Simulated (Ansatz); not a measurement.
Gas-phase reaction 2 R1 → P1 + P2, each structure at its B3LYP-D3(BJ)/def2-TZVP stationary point, reached from a drawn start (curvature not checked).
P1, SiF4 (SMILES F[Si](F)(F)F) (charge 0, multiplicity 1):
```csv
atom,x (Å),y (Å),z (Å)
Si,0.0000,0.0000,0.0000
F,0.9114,0.8919,0.9112
F,0.8982,-0.9105,-0.9060
F,-0.8929,0.9178,-0.9039
F,-0.9168,-0.8992,0.8986
```
R1: F3Si (SMILES F[Si](F)F), charge 0, multiplicity 2.
P2: F2Si (SMILES F[Si]F), charge 0, multiplicity 1.

P less R. No zero-point or thermal terms; singlets are restricted closed shells; open shells are unrestricted.

Cores are frozen in the correlated methods.

The values were computed with Ansatz (an electronic-structure program) with Gaussian orbitals. No computed number here is a measurement.

Total energies in hartree:

| structure | PBE/def2-TZVPP | B3LYP/def2-TZVPP | CCSD(T)/cc-pV(Q+d)Z |
|---|---|---|---|
| P1 | -688.809129 | -689.357653 | -688.446394 |
| R1 | -588.883648 | -589.333097 | -588.530188 |
| P2 | -489.040265 | -489.397244 | -488.708269 |

### Question
Work out the reaction energy at each level in kcal/mol (1 hartree = 627.50947 kcal/mol), and say how far PBE/def2-TZVPP lies from CCSD(T)/cc-pV(Q+d)Z.

### Answer
- PBE/def2-TZVPP: (-688.809129) + (-489.040265) − 2 × (-588.883648) = -0.082098 hartree = -51.52 kcal/mol
- B3LYP/def2-TZVPP: (-689.357653) + (-489.397244) − 2 × (-589.333097) = -0.088703 hartree = -55.66 kcal/mol
- CCSD(T)/cc-pV(Q+d)Z: (-688.446394) + (-488.708269) − 2 × (-588.530188) = -0.094287 hartree = -59.17 kcal/mol
PBE/def2-TZVPP less CCSD(T)/cc-pV(Q+d)Z: 7.65 kcal/mol. CCSD(T)/cc-pV(Q+d)Z is the level counted from, the highest shown, and no exact or measured value.
